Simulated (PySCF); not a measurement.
Atomic charges against the basis set

Compound: C3H10BN.
SMILES with atom numbers: `[BH2:1][NH:2][CH2:3][CH2:4][CH3:5]` (hydrogens: H6, H7 on B1; H8 on N2; H9, H10 on C3; H11, H12 on C4; H13, H14, H15 on C5)

PBE0 throughout (PySCF), one geometry, spherical d and f functions. Geometry: PBE0-D3(BJ)/def2-SVP, one conformer, isolated molecule. Atoms taken as equivalent share a column and are averaged. The first 7 of 10 kinds of atom are listed.

Mulliken charges (e):

```tsv
basis	functions	B1	N2	C3	C4	C5	H6/H7	H8
STO-3G	35	+0.143	-0.362	-0.058	-0.141	-0.232	-0.065	+0.207
6-31G	65	+0.210	-0.647	-0.149	-0.315	-0.497	-0.056	+0.328
6-31G*	90	+0.052	-0.507	-0.180	-0.327	-0.531	-0.034	+0.340
def2-SVP	120	-0.058	-0.145	+0.078	-0.123	-0.086	-0.047	+0.136
6-311+G(2d,p)	195	+0.017	-0.132	-0.407	+0.007	-0.624	-0.031	+0.228
def2-TZVP	215	-0.082	-0.247	-0.105	-0.184	-0.373	-0.011	+0.217
```

IAO charges (e):

```tsv
basis	functions	B1	N2	C3	C4	C5	H6/H7	H8
STO-3G	35	+0.007	-0.314	-0.170	-0.261	-0.392	-0.015	+0.220
6-31G	65	-0.047	-0.348	-0.156	-0.261	-0.432	-0.004	+0.264
6-31G*	90	-0.024	-0.355	-0.135	-0.250	-0.412	-0.011	+0.259
def2-SVP	120	-0.044	-0.337	-0.130	-0.244	-0.401	-0.010	+0.259
6-311+G(2d,p)	195	-0.045	-0.358	-0.141	-0.257	-0.424	-0.006	+0.269
def2-TZVP	215	-0.043	-0.358	-0.139	-0.257	-0.424	-0.006	+0.268
```

Question: Which scheme is steadiest as the basis changes?

Answer: Largest range over the bases for any column: IAO 0.05 e, Mulliken 0.54 e. IAO charges move least and Mulliken charges most, counted in e. Without the minimal STO-3G basis the ranges are IAO 0.03, Mulliken 0.54 e.

Question: How much do the charges still move between the two largest bases, 6-311+G(2d,p) and def2-TZVP?

Answer: At most, over all atoms: Mulliken 0.302 e, IAO 0.002 e.

Question: What do the same runs give for the total energy, the frontier levels and the dipole moment?

Answer: 
```
        basis  energy (Eh)  HOMO (eV)  LUMO (eV)  μ (D)
       STO-3G    -197.3098      -5.80       4.17   2.33
        6-31G    -199.6666      -7.58       0.87   2.29
       6-31G*    -199.7131      -7.56       0.88   2.23
     def2-SVP    -199.5768      -7.75       0.52   2.28
6-311+G(2d,p)    -199.7761      -7.80       0.04   2.15
    def2-TZVP    -199.7901      -7.79       0.23   2.17
```

The dipole is fixed by the density alone, so its range of 0.18 D shows that the density itself changes with the basis, not only its division among atoms.
